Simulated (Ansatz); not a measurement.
Consider the atomization: `[NH2][Ge]([F])([F])[Cl]` → Cl• + 2 F• + Ge• + 2 H• + N•.

Isolated molecules relaxed with PBE0-D4/def2-TZVP in Ansatz; ΔE leaves out vibrations. CBS: MP2 limit from def2 TZ/QZ plus the TZ coupled-cluster correction, frozen cores. This one scheme is used for every species, atoms too. For atomizations the MP2-based limit and the directly extrapolated one differ by several kJ/mol either way, and by 10 to 25 for some Ge, Se and Sn compounds, so smaller differences from it don't rank the levels. DFT in def2-TZVPP. No spin–orbit coupling; open shells (•) take unrestricted orbitals. Spin–orbit coupling would lower the free atoms: a little for Cl, F; clearly for Ge. For Ge outer-core shells are correlated without core-valence functions, so the limit isn't a true one: a few kJ/mol of doubt a bond, and 10 to 20 or more in all where bonds break to atoms. Scalar relativity is left out up to krypton. Each species was taken in one conformer, which may not be the lowest.

**Question.** What is ΔE at CCSD(T)/CBS? (Best estimate.)

**Answer.** Computed: +581.8 kcal/mol.

**Question.** What do these levels give: BLYP-D4, r2SCAN0-D4, BHLYP-D4, CAM-B3LYP-D4, B2PLYP, revPBE, HF/def2-SVP, MP2/def2-SVP, HF/def2-TZVPP, MP2/def2-TZVPP, SCS-MP2/def2-TZVPP, CCSD/def2-TZVPP? (Estimate.)

**Answer.** Ansatz gave: BLYP-D4 576.3, r2SCAN0-D4 561.8, BHLYP-D4 547.1, CAM-B3LYP-D4 578.5, B2PLYP 570.9, revPBE 560.3, HF/def2-SVP 380.9, MP2/def2-SVP 550.3, HF/def2-TZVPP 389.7, MP2/def2-TZVPP 586.6, SCS-MP2/def2-TZVPP 576.5, CCSD/def2-TZVPP 551.9 kcal/mol.

Largest T1 diagnostic among the species: 0.011.

The D4 term adds +6.2 kcal/mol with B3LYP and +3.2 kcal/mol with PBE0; it sums over pairs of atoms, weighted by their polarisabilities, and B3LYP, whose exchange is more repulsive, gets the larger term. Leaving LDA and LC-ωPBE aside and taking each functional with its dispersion term where it has one, the values, not all of them listed here, spread over 44.5 kcal/mol, from BHLYP-D4 to PBE-D4. LDA lies +91.5 kcal/mol from PBE without D4, its usual overbinding. In def2-TZVPP, CCSD(T) changes the Hartree–Fock value by +174.4 kcal/mol (the triples alone add +12.3 kcal/mol) and MP2 by +196.9 kcal/mol; breaking electron pairs costs correlation energy, which Hartree–Fock lacks.

B3LYP here is the variant with VWN-RPA as its local correlation; programs differ in this.
